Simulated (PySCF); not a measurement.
First SCF of a structure search on singlet CuF₃, at a hand-made trigonal planar geometry. PySCF input:

```python
from pyscf import gto, scf, dft
mol = gto.M(atom='''
Cu     0.000000     0.000000     0.000000
F      1.760000     0.000000     0.000000
F     -0.880000     1.524200     0.000000
F     -0.880000    -1.524200     0.000000''',
    basis={'Cu': 'def2-SVP', 'F': 'def2-SVP'},
    charge=0, spin=0)
mf = dft.RKS(mol, xc='PBE0')
mf.grids.atom_grid = (50, 194)
aux = {'Cu': 'def2-universal-JKFIT', 'F': 'def2-universal-JKFIT'}
mf = mf.density_fit(auxbasis=aux)
mf.conv_tol = 1e-08
mf.diis_space = 10
mf.max_cycle = 60
mf.init_guess = 'minao'
mf.verbose = 4
mf.kernel()
```

Excerpt of the output (cycles and frontier levels):

```
init E= -1938.49163304749
cycle= 1 E= -1937.24614626435  delta_E= 1.25  |g|=  3.2  |ddm|= 2.22
  HOMO = -0.273815899749662  LUMO = -0.260532609532303  gap/eV = 0.36146
cycle= 2 E= -1933.69091441776  delta_E= 3.56  |g|= 4.85  |ddm|= 5.55
  HOMO = -0.45089419497342  LUMO = -0.422121718522809  gap/eV = 0.78294
cycle= 3 E= -1938.44232957164  delta_E= -4.75  |g|= 1.52  |ddm|= 4.86
  HOMO = -0.32535220277117  LUMO = -0.273808859265123  gap/eV = 1.40257
cycle= 4 E= -1938.6007692256  delta_E= -0.158  |g|= 1.28  |ddm|= 1.92
  HOMO = -0.362453094107893  LUMO = -0.274520717944029  gap/eV = 2.39276
cycle= 5 E= -1938.87463294038  delta_E= -0.274  |g|= 0.56  |ddm|= 1.02
  HOMO = -0.398158617160679  LUMO = -0.303072991233737  gap/eV = 2.58741
cycle= 6 E= -1938.92339035224  delta_E= -0.0488  |g|=  0.1  |ddm|= 0.305
  HOMO = -0.39602269490837  LUMO = -0.298117681838928  gap/eV = 2.66413
cycle= 7 E= -1938.92544992195  delta_E= -0.00206  |g|= 0.0452  |ddm|= 0.132
  HOMO = -0.397955988195103  LUMO = -0.299579283972147  gap/eV = 2.67697
cycle= 8 E= -1938.92587629207  delta_E= -0.000426  |g|= 0.011  |ddm|= 0.035
  HOMO = -0.397353277389244  LUMO = -0.298715900083268  gap/eV = 2.68406
cycle= 9 E= -1938.9259001682  delta_E= -2.39e-05  |g|= 0.000737  |ddm|= 0.00943
  HOMO = -0.397315455010794  LUMO = -0.298668060862495  gap/eV = 2.68433
cycle= 10 E= -1938.92590095343  delta_E= -7.85e-07  |g|= 0.000575  |ddm|= 0.00301
  HOMO = -0.397335446899801  LUMO = -0.298702354670366  gap/eV = 2.68394
cycle= 11 E= -1938.92590117036  delta_E= -2.17e-07  |g|= 0.000131  |ddm|= 0.00196
  HOMO = -0.397339362044868  LUMO = -0.298709544352534  gap/eV = 2.68385
cycle= 12 E= -1938.92590117586  delta_E= -5.5e-09  |g|= 6.68e-05  |ddm|= 0.000325
  HOMO = -0.397333993165985  LUMO = -0.298697922584418  gap/eV = 2.68402
Extra cycle  E= -1938.92590116471  delta_E= 1.12e-08  |g|= 0.000265  |ddm|= 0.000193
converged SCF energy = -1938.92590116471
```

No lower solution of this spin was found from smeared starts or by a stability analysis within the restricted form, which does not test spin polarisation.

The search for the lowest solution, 3 starts and the stability check together, took 5.1 s on 2 threads of a shared Arm Neoverse V1 host, with 73 basis functions; the process peaked at 0.38 GiB.
